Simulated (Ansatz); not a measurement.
# MP2, SCS-MP2 and SOS-MP2 from spin components

System: diboron tetrachloride (B2Cl4), singlet, geometry from GFN2-xTB. Level: MP2/6-31G (Ansatz, a first-principles code). Sums are taken with unrounded values, so a last digit can differ.

Ansatz was given this input:
Ansatz 0.2 input:
```yaml
crystal:
  periodic: [false, false, false]
  atoms:
    - {symbol: Cl, position_ang: [-1.72231116, -1.20807352, 0.89204460]}
    - {symbol: B, position_ang: [-0.84531679, -0.07852237, -0.06467927]}
    - {symbol: Cl, position_ang: [-1.75980786, 0.88461581, -1.15847834]}
    - {symbol: B, position_ang: [0.84531679, 0.07852237, 0.06467927]}
    - {symbol: Cl, position_ang: [1.91510219, -0.85476349, -0.90736095]}
    - {symbol: Cl, position_ang: [1.56701683, 1.17822120, 1.17379469]}
basis:
  gaussian:
    orbitals: 6-31G
magnetization: {spin_polarized: false}
correlation: {method: mp2}
```

It gave an SCF energy of -1887.328860 Eh, a same-spin correlation energy of -0.070144 Eh and an opposite-spin one of -0.200051 Eh.

Task: Work out the MP2, SCS-MP2 (6/5 and 1/3) and SOS-MP2 (1.3 and 0) correlation and total energies.

Result: MP2: -0.200051 + (-0.070144) = -0.270195 Eh, total -1887.599054 Eh, as the program printed. SCS-MP2: 1.2 × (-0.200051) + (-0.070144)/3 = -0.263442 Eh, total -1887.592302 Eh. SOS-MP2: 1.3 × (-0.200051) = -0.260066 Eh, total -1887.588926 Eh. Opposite spins carry 74 % of the MP2 correlation; same-spin pairs are already kept apart by exchange.
